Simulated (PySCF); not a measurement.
# Energy of In (indium, neutral) between two integer charges

The 5p alpha orbital of [Kr] 4d10 5s2 5p1 is emptied in steps (occupation f), with all orbitals relaxed, ending at [Kr] 4d10 5s2. Computed with PySCF 2.14 in aug-cc-pVTZ-DK3, with scalar relativity by spin-free X2C-1e. The exact energy is a straight line in f; departures are measured from the line between the end points of the same method.

```tsv
f	UHF (eV)	LDA (eV)	PBE (eV)	PBE0 (eV)	r2SCAN (eV)	LC-wPBE (eV)	BHandHLYP (eV)	wB97X (eV)	HSE06 (eV)	TPSS (eV)
1	0.000	0.000	0.000	0.000	0.000	0.000	0.000	0.000	0.000	0.000
0.8	0.041	-0.464	-0.447	-0.326	-0.426	0.011	-0.223	-0.036	-0.390	-0.431
0.6	0.060	-0.703	-0.676	-0.489	-0.636	0.020	-0.335	-0.057	-0.587	-0.649
0.4	0.059	-0.709	-0.679	-0.488	-0.629	0.024	-0.336	-0.061	-0.587	-0.649
0.2	0.039	-0.475	-0.454	-0.324	-0.408	0.020	-0.225	-0.044	-0.390	-0.432
0	0.000	0.000	0.000	0.000	0.000	0.000	0.000	0.000	0.000	0.000
```

**Question.** For PBE, how does the orbital energy at f = 1 compare with the removal energy?

**Answer.** −ε = 2.822 eV against a total-energy difference of 5.588 eV. By Janak's theorem ε = ∂E/∂f, so the gap between them reflects the curvature. Along the path −ε is 3.892 (f = 0.8), 5.004 (f = 0.6), 6.141 (f = 0.4), 7.287 (f = 0.2) eV.

| method | E(f=0) − E(f=1) (eV) | −ε at f=1 (eV) | −ε at f=0.4 (eV) |
| --- | --- | --- | --- |
| UHF | 5.214 | 5.477 | 5.159 |
| LDA | 5.717 | 2.856 | 6.284 |
| PBE | 5.588 | 2.822 | 6.141 |
| PBE0 | 5.619 | 3.590 | 6.033 |
| r2SCAN | 5.709 | 3.049 | 6.289 |
| LC-wPBE | 5.716 | 5.775 | 5.719 |
| BHandHLYP | 5.546 | 4.161 | 5.821 |
| wB97X | 5.514 | 5.302 | 5.544 |
| HSE06 | 5.637 | 3.209 | 6.131 |
| TPSS | 5.553 | 2.873 | 6.098 |

Reference removal energy between the ground levels: 5.786 eV (measured; NIST Atomic Spectra Database, ionization energies). The calculation has no spin-orbit coupling. UHF lacks correlation.
